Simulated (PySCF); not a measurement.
Structure with atom numbers: `[BH2:1]/[C:2](=[CH:3]/[CH3:4])[C:5](=[CH2:6])[CH3:7]`. Hydrogens are named by the atom that carries them. Ha(C6) is cis to C2; Hb(C6) is trans to C2.

One conformer, non-relativistic Hamiltonian, no solvent, one averaged value for each set of equivalent atoms. Coordinates at the PBE0-D3(BJ)/def2-SVP level; PBE0/pcSseg-1 with gauge-including orbitals; PySCF 2.14.

Chemical shifts δ = σref − σ; ¹³C (184.41 ppm) and ¹H (31.27 ppm) vs TMS; BF3·OEt2 for ¹¹B (100.73 ppm), all at this level.

| atoms | nucleus | count | δ (ppm) |
| --- | --- | --- | --- |
| C6 | ¹³C | 1 | ? |
| Ha(C6) | ¹H | 1 | 4.72 |
| C4 | ¹³C | 1 | 20.5 |
| H(B1) | ¹H | 2 | 6.68 |
| H(C7) | ¹H | 3 | 2.04 |
| C5 | ¹³C | 1 | 156.2 |
| H(C3) | ¹H | 1 | 7.09 |
| Hb(C6) | ¹H | 1 | ? |
| C2 | ¹³C | 1 | 164.3 |
| C7 | ¹³C | 1 | ? |
| B1 | ¹¹B | 1 | 71.9 |
| C3 | ¹³C | 1 | ? |
| H(C4) | ¹H | 3 | 2.18 |

Problem. Fill in the missing shifts.

Solution. 
- C3: 176.0 ppm, alkene CH
- C6: 119.5 ppm, terminal =CH2 carbon; the olefinic region
- C7: 26.7 ppm, allylic methyl carbon; saturated and bonded to C and H only
- Hb(C6): 5.33 ppm, hydrogen on a terminal =CH2 carbon; a vinylic proton, deshielded by the sp2 carbon and the C=C anisotropy

Hydrogens on boron are broadened and split by ¹¹B (spin 3/2, 80 %) and 10B (spin 3). A carbon bonded to boron is broadened by the quadrupolar boron nucleus and is often missing from a measured spectrum. Shifts are as computed. Against solution values, carbons near 30 ppm lie about +2 ppm off and those near 130 ppm about +5 ppm. Of 1309 compounds with measured shifts, 239 miss one by over three times the rms of a fit or turn the order of signals round; such compounds aren't used in these exercises.
